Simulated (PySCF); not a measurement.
Ionisation energy of Bi⁴²⁺ by level of theory

Bi⁴²⁺ [Kr] 4d5 (6S) → Bi⁴³⁺ [Kr] 4d4 (5D), as a difference of total energies. Calculation: PySCF 2.14, in an even-tempered Gaussian basis (18 s from 4.5 bohr⁻², ratio 2.5; 14 p from 5.9 bohr⁻², ratio 2.5; 9 d from 5.9 bohr⁻², ratio 2.5; 4 f from 27 bohr⁻², ratio 2.7; 3 g from 40 bohr⁻², ratio 2.7); scalar relativity by spin-free X2C-1e. Correlated levels: outer shells: [Ar] 3d10 frozen; virtual orbitals above 40 to 60 times the deepest correlated orbital energy dropped. The calculations carry no spin-orbit coupling.

| method | ionisation energy (eV) |
| --- | --- |
| UHF | 2114.5 |
| MP2 (outer shells) | 2114.5 |
| SCS-MP2 (outer shells) | 2114.2 |
| CCSD (outer shells) | 2114.4 |
| CCSD(T) (outer shells) | 2114.4 |

Spin-orbit coupling is strong in these open shells (close to jj coupling). The scalar numbers leave it out and a first-order estimate fails, so it can dominate the gap to the real levels.

Breit and QED terms and the two-electron picture change are absent.

For comparison: 2090 ± 4 eV (theoretical estimate listed by NIST; NIST Atomic Spectra Database, ionization energies).
